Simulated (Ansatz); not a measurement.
Ansatz (a first-principles code) input file for C2H6N, SMILES C[CH]N, multiplicity 2, PBE-D3(BJ)/def2-TZVP. 

Ansatz 0.2 input:
```yaml
crystal:
  periodic: [false, false, false]
  atoms:
    - {symbol: C, position_ang: [-1.23604719, 0.21522114, 0.07303448]}
    - {symbol: C, position_ang: [0.04723906, -0.52828634, 0.09263113]}
    - {symbol: N, position_ang: [1.21426130, 0.19813401, -0.17859046]}
    - {symbol: H, position_ang: [-2.06284917, -0.42596816, 0.38249217]}
    - {symbol: H, position_ang: [-1.21079620, 1.07432469, 0.75539698]}
    - {symbol: H, position_ang: [-1.48139061, 0.61464872, -0.92552945]}
    - {symbol: H, position_ang: [0.07309372, -1.56480792, -0.22605054]}
    - {symbol: H, position_ang: [1.24482412, 1.10325201, 0.27411515]}
    - {symbol: H, position_ang: [2.07013794, -0.30999630, -0.00428467]}
basis:
  gaussian:
    orbitals: def2-TZVP
hamiltonian:
  xc: pbe
  dispersion: d3bj
magnetization: {spin_polarized: true, initial_magnetization: 1}
relax: {f_tol: 0.002, max_steps: 200}
```

Output:

```
WARN ansatz: RAYON_NUM_THREADS=1 ignored (pool sized by the plan → 1); use --threads N
Functional definition: PBE
integrals: 0.03 GiB planned
779 factors; their error is unknown
mean field: 0.42 GiB planned
mean field evaluation 1: about -3644.4116 eV, gradient 5.3e1 eV
mean field evaluation 2: about -3614.6009 eV, gradient 8.8e1 eV
mean field evaluation 4: about -3656.7487 eV, gradient 7.4e0 eV
mean field evaluation 8: about -3656.9854 eV, gradient 2.7e-1 eV
mean field evaluation 16: about -3656.9573 eV, gradient 1.4e-4 eV
mean field -3656.95732183 eV, -134.3907028027 hartree, gradient 3.1e-5 eV, S^2 0.752762; 0 other end points of the search recorded, 0 dependent functions left out
the calculation of the forces begins
reference -3656.95735776 eV, -134.3907041230 hartree; 13, 12 occupied and 116, 117 virtual orbitals, 779 factors
relax step   1: F+E_penalty+E_count = -3657.08322532 eV  Δ(F+E_penalty+E_count) = +0.000e0 eV  max|allowed force component| = 3.183e-1 eV/Å  Δτ_max = 0.0000 Å  (29 SCF iters, accepted)
these checks for a lower state are left out or cut short: starts, cluster_reference, orbital_swaps, neighbouring_geometries, increment
integrals: 0.03 GiB planned
779 factors; their error is unknown
mean field: 0.42 GiB planned
mean field -3656.96411215 eV, -134.3909523421 hartree, gradient 1.0e-5 eV, S^2 0.752793; 0 other end points of the search recorded, 0 dependent functions left out
the calculation of the forces begins
reference -3656.96414820 eV, -134.3909536672 hartree; 13, 12 occupied and 116, 117 virtual orbitals, 779 factors
relax step   2: F+E_penalty+E_count = -3657.08972553 eV  Δ(F+E_penalty+E_count) = -6.500e-3 eV  max|allowed force component| = 7.879e-2 eV/Å  Δτ_max = 0.0106 Å  (33 SCF iters, accepted)
these checks for a lower state are left out or cut short: starts, cluster_reference, orbital_swaps, neighbouring_geometries, increment
integrals: 0.03 GiB planned
779 factors; their error is unknown
mean field: 0.42 GiB planned
mean field evaluation 32: about -3656.9648 eV, gradient 2.7e-5 eV
mean field -3656.96483526 eV, -134.3909789160 hartree, gradient 2.7e-5 eV, S^2 0.752801; 0 other end points of the search recorded, 0 dependent functions left out
the calculation of the forces begins
reference -3656.96487138 eV, -134.3909802434 hartree; 13, 12 occupied and 116, 117 virtual orbitals, 779 factors
relax step   3: F+E_penalty+E_count = -3657.09034286 eV  Δ(F+E_penalty+E_count) = -6.173e-4 eV  max|allowed force component| = 1.698e-2 eV/Å  Δτ_max = 0.0056 Å  (32 SCF iters, accepted)
these checks for a lower state are left out or cut short: starts, cluster_reference, orbital_swaps, neighbouring_geometries, increment
integrals: 0.03 GiB planned
779 factors; their error is unknown
mean field: 0.42 GiB planned
mean field -3656.96485386 eV, -134.3909795995 hartree, gradient 2.7e-5 eV, S^2 0.752800; 0 other end points of the search recorded, 0 dependent functions left out
the calculation of the forces begins
reference -3656.96488999 eV, -134.3909809272 hartree; 13, 12 occupied and 116, 117 virtual orbitals, 779 factors
relax step   4: F+E_penalty+E_count = -3657.09035744 eV  Δ(F+E_penalty+E_count) = -1.457e-5 eV  max|allowed force component| = 7.525e-3 eV/Å  Δτ_max = 0.0018 Å  (32 SCF iters, accepted)
these checks for a lower state are left out or cut short: starts, cluster_reference, orbital_swaps, neighbouring_geometries, increment
integrals: 0.03 GiB planned
779 factors; their error is unknown
mean field: 0.42 GiB planned
mean field -3656.96486073 eV, -134.3909798520 hartree, gradient 2.7e-5 eV, S^2 0.752802; 0 other end points of the search recorded, 0 dependent functions left out
the calculation of the forces begins
reference -3656.96489688 eV, -134.3909811804 hartree; 13, 12 occupied and 116, 117 virtual orbitals, 779 factors
relax step   5: F+E_penalty+E_count = -3657.09036657 eV  Δ(F+E_penalty+E_count) = -9.133e-6 eV  max|allowed force component| = 5.053e-3 eV/Å  Δτ_max = 0.0045 Å  (32 SCF iters, accepted)
these checks for a lower state are left out or cut short: starts, cluster_reference, orbital_swaps, neighbouring_geometries, increment
integrals: 0.03 GiB planned
779 factors; their error is unknown
mean field: 0.42 GiB planned
mean field -3656.96485278 eV, -134.3909795600 hartree, gradient 2.7e-5 eV, S^2 0.752799; 0 other end points of the search recorded, 0 dependent functions left out
the calculation of the forces begins
reference -3656.96488894 eV, -134.3909808886 hartree; 13, 12 occupied and 116, 117 virtual orbitals, 779 factors
relax step   6: F+E_penalty+E_count = -3657.09036235 eV  Δ(F+E_penalty+E_count) = +4.213e-6 eV  max|allowed force component| = 8.602e-3 eV/Å  Δτ_max = 0.0025 Å  (32 SCF iters, rejected (line search))
these checks for a lower state are left out or cut short: starts, cluster_reference, orbital_swaps, neighbouring_geometries, increment
integrals: 0.03 GiB planned
779 factors; their error is unknown
mean field: 0.42 GiB planned
mean field -3656.96486477 eV, -134.3909800005 hartree, gradient 2.7e-5 eV, S^2 0.752801; 0 other end points of the search recorded, 0 dependent functions left out
the calculation of the forces begins
reference -3656.96490092 eV, -134.3909813289 hartree; 13, 12 occupied and 116, 117 virtual orbitals, 779 factors
relax step   7: F+E_penalty+E_count = -3657.09036975 eV  Δ(F+E_penalty+E_count) = -3.185e-6 eV  max|allowed force component| = 5.052e-4 eV/Å  Δτ_max = 0.0006 Å  (32 SCF iters, accepted)
integrals: 0.03 GiB planned
779 factors; their error is unknown
mean field: 0.42 GiB planned
mean field evaluation 64: about -3656.9649 eV, gradient 2.5e-4 eV
mean field -3656.96486477 eV, -134.3909800005 hartree, gradient 2.7e-5 eV, S^2 0.752801; 1 other end points of the search recorded, 0 dependent functions left out
the calculation of the forces begins
reference -3656.96490092 eV, -134.3909813289 hartree; 13, 12 occupied and 116, 117 virtual orbitals, 779 factors
Total energy: -3657.09040590 eV, -134.3955935520 hartree
Atom 0 at    -1.238746     0.215966     0.072470 Å, force     0.000303     0.000088     0.000066 eV/Å
Atom 1 at     0.048097    -0.527326     0.092298 Å, force    -0.000312    -0.000505     0.000073 eV/Å
Atom 2 at     1.219620     0.193723    -0.176624 Å, force     0.000096     0.000490     0.000024 eV/Å
Atom 3 at    -2.070066    -0.435281     0.374049 Å, force     0.000003    -0.000175     0.000073 eV/Å
Atom 4 at    -1.222612     1.074297     0.768712 Å, force    -0.000011    -0.000120     0.000001 eV/Å
Atom 5 at    -1.488482     0.630575    -0.928215 Å, force    -0.000103     0.000181    -0.000237 eV/Å
Atom 6 at     0.074503    -1.573484    -0.217489 Å, force    -0.000137     0.000248     0.000090 eV/Å
Atom 7 at     1.253243     1.114721     0.260500 Å, force     0.000055    -0.000153    -0.000163 eV/Å
Atom 8 at     2.082916    -0.316668    -0.002486 Å, force     0.000105    -0.000055     0.000073 eV/Å
Dipole moment:     0.177511     0.072989     0.097422 e Å
```

The run converged.

Cost: around 29 core-seconds (rough).
